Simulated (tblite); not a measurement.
Compound: C5H9B2P.
Bonds: C1–B2, B2–C3, C3–C4 (double), C4–B5, B5–P6, B5–C7, C7–C8 (double), B2–C8. Hydrogens: H9, H10, H11 on C1; H12 on C3; H13 on C4; H14, H15 on P6; H16 on C7; H17 on C8.

Computed with GFN2-xTB (tblite), gas phase: L-BFGS steps from a force-field or distance-geometry start until the largest atomic force falls under 0.01 eV/Å.

Step 21: E = -549.0916 eV
```
atom  x, y, z in Å  |  force x, y, z in eV/Å
C1     -2.7761    0.0575   -0.0971   -0.182   0.034  -0.059
B2     -1.2532   -0.2932    0.0358    0.185  -0.017   0.007
C3     -0.3801   -0.6429   -1.2081    0.091   0.036  -0.104
C4      0.9623   -0.5613   -1.1494    0.079  -0.027   0.156
B5      1.6304   -0.0394    0.1538   -0.067  -0.065  -0.092
P6      3.3975    0.6079    0.1289    0.071  -0.015   0.029
C7      0.8090   -0.0730    1.4684    0.133  -0.065  -0.018
C8     -0.5238   -0.2437    1.4090    0.017   0.075   0.066
H9     -3.3402   -0.1134    0.8137   -0.015   0.005   0.145
H10    -3.2564   -0.5078   -0.8882   -0.063  -0.090  -0.158
H11    -2.9287    1.1073   -0.3565    0.121  -0.019   0.024
H12    -0.8409   -0.9126   -2.1523   -0.070  -0.001  -0.054
H13     1.5700   -0.7585   -2.0337   -0.136  -0.033   0.052
H14     3.5960    0.7140   -1.2377   -0.042   0.120  -0.023
H15     3.1046    1.9431    0.3348    0.090   0.031   0.026
H16     1.3071    0.0215    2.4355   -0.111  -0.019  -0.120
H17    -1.0843   -0.2933    2.3333   -0.102   0.050   0.121
```

Step 22: E = -549.0993 eV
```
atom  x, y, z in Å  |  force x, y, z in eV/Å
C1     -2.7765    0.0610   -0.0988   -0.193   0.001  -0.057
B2     -1.2491   -0.2842    0.0328    0.076  -0.026   0.020
C3     -0.3784   -0.6491   -1.2090    0.079   0.106  -0.069
C4      0.9642   -0.5768   -1.1412    0.076  -0.034   0.127
B5      1.6332   -0.0508    0.1587   -0.018   0.003  -0.087
P6      3.4038    0.6001    0.1090   -0.007   0.034  -0.030
C7      0.8092   -0.0734    1.4725    0.124  -0.097  -0.040
C8     -0.5249   -0.2367    1.4089    0.040   0.079   0.055
H9     -3.3422   -0.1142    0.8107    0.020  -0.022   0.156
H10    -3.2519   -0.5101   -0.8886   -0.058  -0.103  -0.164
H11    -2.9515    1.1066   -0.3564    0.172   0.023   0.002
H12    -0.8386   -0.9061   -2.1577   -0.048  -0.018  -0.021
H13     1.5749   -0.7769   -2.0214   -0.116  -0.047   0.015
H14     3.5759    0.7568   -1.2602   -0.062   0.062   0.051
H15     3.1325    1.9346    0.3571    0.078  -0.015   0.050
H16     1.3015    0.0168    2.4417   -0.080  -0.010  -0.098
H17    -1.0891   -0.2855    2.3322   -0.084   0.063   0.090
```

Step 23: E = -549.1055 eV
```
atom  x, y, z in Å  |  force x, y, z in eV/Å
C1     -2.7794    0.0616   -0.1005   -0.121  -0.062  -0.034
B2     -1.2457   -0.2810    0.0314   -0.061  -0.014   0.023
C3     -0.3766   -0.6531   -1.2108    0.029   0.145  -0.008
C4      0.9662   -0.5887   -1.1342    0.033  -0.040   0.039
B5      1.6349   -0.0594    0.1607    0.040   0.057  -0.042
P6      3.4082    0.5962    0.0965   -0.063   0.054  -0.065
C7      0.8106   -0.0762    1.4742    0.056  -0.105  -0.050
C8     -0.5252   -0.2309    1.4105    0.029   0.062   0.025
H9     -3.3443   -0.1142    0.8114    0.049  -0.037   0.104
H10    -3.2514   -0.5129   -0.8920   -0.045  -0.077  -0.115
H11    -2.9603    1.1057   -0.3559    0.182   0.048  -0.017
H12    -0.8388   -0.9005   -2.1625   -0.006  -0.022   0.022
H13     1.5746   -0.7885   -2.0139   -0.065  -0.065  -0.025
H14     3.5647    0.7884   -1.2718   -0.071   0.012   0.078
H15     3.1541    1.9296    0.3691    0.059  -0.030   0.080
H16     1.2958    0.0134    2.4443   -0.016  -0.003  -0.044
H17    -1.0941   -0.2773    2.3336   -0.031   0.078   0.030
```

Question: Estimate the geometry and energy of step 24. (The exact step hangs on the optimiser's Hessian estimate; all steps are aligned on step 23, rigid shifts and turns removed.)

Answer: E = -549.1103 eV, largest force 0.170 eV/Å
```
atom  x, y, z in Å  |  force x, y, z in eV/Å
C1     -2.7838    0.0608   -0.1024   -0.025  -0.094  -0.011
B2     -1.2442   -0.2787    0.0308   -0.150   0.006   0.016
C3     -0.3745   -0.6520   -1.2124   -0.022   0.141   0.049
C4      0.9684   -0.5967   -1.1289   -0.019  -0.040  -0.057
B5      1.6365   -0.0637    0.1609    0.069   0.075   0.004
P6      3.4100    0.5939    0.0878   -0.085   0.066  -0.065
C7      0.8127   -0.0798    1.4741   -0.026  -0.087  -0.040
C8     -0.5248   -0.2255    1.4122   -0.003   0.033  -0.011
H9     -3.3444   -0.1152    0.8144    0.060  -0.038   0.021
H10    -3.2521   -0.5166   -0.8969   -0.035  -0.026  -0.039
H11    -2.9626    1.1065   -0.3560    0.169   0.010  -0.019
H12    -0.8389   -0.8978   -2.1650    0.033  -0.010   0.057
H13     1.5730   -0.7979   -2.0095   -0.019  -0.078  -0.048
H14     3.5547    0.8089   -1.2781   -0.070  -0.011   0.070
H15     3.1689    1.9258    0.3789    0.049  -0.037   0.096
H16     1.2919    0.0111    2.4447    0.044  -0.003   0.005
H17    -1.0979   -0.2709    2.3355    0.029   0.093  -0.030
```

The energy changes by -0.0048 eV. The first-order estimate −F·Δx gives -0.0067 eV and the mean of the old and new forces, exact on a quadratic surface, -0.0048 eV. The step makes an angle of 67° with the force vector and moves no atom by more than 0.024 Å.

The cost below is that of the whole relaxation. Time: 0.78 s. Hardware: an Arm Neoverse V1 with one thread, no GPU, shared host with 32 logical CPUs at a one-minute load of 23.
